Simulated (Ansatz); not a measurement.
Reaction (redistribution): `Cl[SiH]1CO1` + `C[Si@@H]1S[Si@@H]1N` → `C[Si]1(Cl)CO1` + `N[SiH]1[SiH2]S1`

Calculated with Ansatz (gas phase, PBE0-D4/def2-TZVP geometries, no zero-point term in ΔE). CCSD(T)/CBS adds triple-zeta CCSD(T) − MP2 to the extrapolated MP2 energy (def2 sets, frozen cores). DFT in def2-TZVPP. Each species was taken in one conformer, which may not be the lowest.

(1) Is it downhill or uphill in electronic energy at CCSD(T)/CBS, and by how much? (Best estimate.)

(2) What do these levels give: r2SCAN, HF/def2-TZVPP, MP2/def2-TZVPP, CCSD/def2-TZVPP, CCSD(T)/def2-TZVPP, MP2/def2-QZVPP? (Estimate.)

Largest T1 diagnostic among the species: 0.013.

## Answers

(1) The calculation gave: Downhill: ΔE = -0.12 eV.

(2) Computed: r2SCAN -0.13, HF/def2-TZVPP -0.14, MP2/def2-TZVPP -0.11, CCSD/def2-TZVPP -0.13, CCSD(T)/def2-TZVPP -0.12, MP2/def2-QZVPP -0.11 eV.
